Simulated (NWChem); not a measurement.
C₄H₄ClF; SMILES C=C/C(Cl)=C\F

```xyz
10

C     -1.9655     1.2423     0.0000
C     -1.3184     0.0704     0.0000
C      0.1251    -0.1203     0.0000
Cl     1.1797     1.2871     0.0000
C      0.7239    -1.3198     0.0000
F     -0.0030    -2.4518     0.0000
H     -3.0502     1.2737     0.0000
H     -1.4421     2.1929     0.0000
H     -1.8801    -0.8607     0.0000
H      1.7936    -1.4920     0.0000
```
Atoms are numbered in this order, from 1.

Level: B3LYP/6-31G* (spherical d) (NWChem), optimised geometry, unscaled harmonic frequencies. 

**Question.** List the harmonic frequencies with IR intensities, and the thermochemistry.

**Answer.** 
```tsv
frequency (cm⁻¹)	IR intensity (km/mol)
149	0.0
204	2.1
261	2.7
278	3.0
394	10.0
438	0.8
534	3.7
728	1.7
749	11.0
846	14.1
942	36.8
980	41.2
1020	14.6
1147	163.1
1205	15.8
1332	4.5
1372	0.6
1473	11.5
1681	14.5
1727	32.2
3183	1.4
3196	2.1
3255	2.3
3269	7.1
```

```
Item                                                                               Result
-----------------------------------------------------------------------  ----------------
zero-point energy                                                           43.4 kcal/mol
thermal correction to the enthalpy at 298.15 K (with zero-point energy)     47.9 kcal/mol
heat capacity Cv                                                         21.3 cal/(mol K)
entropy at 298.15 K and 1 atm (symmetry number 1)                        79.1 cal/(mol K)
dipole moment                                                                      0.41 D
```

Rigid rotor and harmonic oscillator.
